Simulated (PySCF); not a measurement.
# 29Si chemical shifts

[PySCF: σ from GIAO-PBE0/pcSseg-1; geometry from GFN2-xTB; gas phase; one computed conformer; no relativistic terms; one averaged value for each set of equivalent atoms]

Shieldings were converted by a linear fit to measured shifts: 29Si (scatter 8.9 ppm rms, 25.8 ppm with the 6 outliers that the fit left out vs TMS, solution or neat liquid). A few per cent of atoms miss by over 2 rms, more outside the fitted compound classes.

Q: Give the 29Si shifts of `CC#C[Si@@](N)(P)[SiH2]P`, `C=C[Si@H](P)S[SiH3]`, `C=C[Si@H](P)S[SiH3]`, `COc1ccnn1[SiH](C)C`, `CS[SiH2]C(C)=C(F)F`, `CS[SiH2]C(C)=C(F)F`.

A: 
```csv
compound,environment,δ (ppm)
[CH3:1][C:2]#[C:3][Si@@:4]([NH2:5])([PH2:6])[SiH2:7][PH2:8],"Si4: silicon bonded to C, N, P, Si",-38.7
[CH3:1][C:2]#[C:3][Si@@:4]([NH2:5])([PH2:6])[SiH2:7][PH2:8],"Si7: silicon bonded to P, Si, 2 H",-80.8
[CH2:1]=[CH:2][Si@H:3]([PH2:4])[S:5][SiH3:6],"Si3: silicon bonded to C, P, S, H",-12.8
[CH2:1]=[CH:2][Si@H:3]([PH2:4])[S:5][SiH3:6],"Si6: silicon bonded to S, 3 H",-57.9
[CH2:1]=[CH:2][Si@H:3]([PH2:4])[S:5][SiH3:6],"Si3: silicon bonded to C, P, S, H",-12.9
[CH2:1]=[CH:2][Si@H:3]([PH2:4])[S:5][SiH3:6],"Si6: silicon bonded to S, 3 H",-57.9
COc1ccnn1[SiH](C)C,"silicon bonded to 2 C, N, H",-14.4
CS[SiH2]C(C)=C(F)F,"silicon bonded to C, S, 2 H",-29.9
CS[SiH2]C(C)=C(F)F,"silicon bonded to C, S, 2 H",-29.9
```

Q: Match the shifts -7.4, -26.9, -55.1, -82.1, -119.1 ppm to `CN(C)Cc1cnoc1[SiH3]`, `C[SiH2]c1cnoc1`, `N#CC[C@@H]1C[Si@@H](CF)N1`, `CC[C@@H]1C=C[C@@H](F)[SiH2]1`, `C=CC[C@@]1(CF)C[SiH2]1`.

A: -7.4: N#CC[C@@H]1C[Si@@H](CF)N1 (silicon bonded to 2 C, N, H, in a 4-membered ring); -26.9: CC[C@@H]1C=C[C@@H](F)[SiH2]1 (silicon bonded to 2 C, 2 H, in a 5-membered ring); -55.1: C[SiH2]c1cnoc1 (silicon bonded to 2 C, 2 H); -82.1: CN(C)Cc1cnoc1[SiH3] (silicon bonded to C, 3 H); -119.1: C=CC[C@@]1(CF)C[SiH2]1 (silicon bonded to 2 C, 2 H, in a 3-membered ring).
